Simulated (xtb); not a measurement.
xtb input:

```bash
xtb mol.xyz --gfn 2 --sp --chrg 0 --uhf 0
```
mol.xyz:
```
4

F     -0.99444064     1.82184822     0.05953262
In    -0.23789491     0.04022490     0.00464872
F     -1.53945588    -1.39339961    -0.01001758
Cl     2.02717173    -0.34276810    -0.03961309
```

Problem. What final total energy does it print?

Solution. -15.34157 Eh (GFN2-xTB).
